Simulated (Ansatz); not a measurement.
Total energies of CH₃AlClF.

Z-matrix (Å, degrees):
```
C
Al 1 1.983
Cl 1 1.922 2 76.4
F 1 1.342 2 122.8 3 -103.0
H 1 1.091 2 126.2 3 94.7
H 2 1.580 1 116.1 3 -93.5
H 2 1.577 1 116.7 3 94.0
```

The species carries charge 0 and has multiplicity 1. The bonds changed during the relaxation, so this is another structure than the one it started from. Geometry: relaxed with PBE0-D4/def2-TZVP. Basis def2-TZVPP, Ansatz 0.2.0.

RPA on PBE orbitals: Hartree–Fock energy of these orbitals -840.46560 Eh, correlation -1.13591 Eh (frozen core).

```tsv
functional	energy without D4 (Eh)	D4 term (kJ/mol)
revPBE	-842.25629	-39.7
ωB97X-V	-842.28451	–
```

Give the same for LDA (SPW92), PBE, BLYP, r2SCAN, B97M-V, PBE0, B3LYP, r2SCANh, r2SCAN0, HSE06 (plane-wave form), BHLYP, CAM-B3LYP, LC-ωPBE, ωB97M-V, B2PLYP, PBE-QIDH. (Estimate.)

Computed: 
```tsv
functional	energy without D4 (Eh)	D4 term (kJ/mol)
LDA (SPW92)	-838.88860	–
PBE	-841.96513	-13.4
BLYP	-842.41271	-29.8
r2SCAN	-842.31615	-3.0
B97M-V	-842.22976	–
PBE0	-842.02699	-11.3
B3LYP	-842.47913	-22.0
r2SCANh	-842.30447	-3.3
r2SCAN0	-842.28806	-3.6
HSE06 (plane-wave form)	-842.00697	-10.5
BHLYP	-842.37494	-17.6
CAM-B3LYP	-842.41146	-11.5
LC-ωPBE	-842.14751	–
ωB97M-V	-842.35277	–
B2PLYP	-842.10020	–
PBE-QIDH	-841.83524	–
```

B3LYP takes the VWN-RPA correlation (the form of Gaussian; ORCA's B3LYP/G). HSE06 is the plane-wave form, built on full-range PBE exchange. The double hybrids freeze the cores in their second-order part.

LC-ωPBE has ω = 0.4 bohr⁻¹.
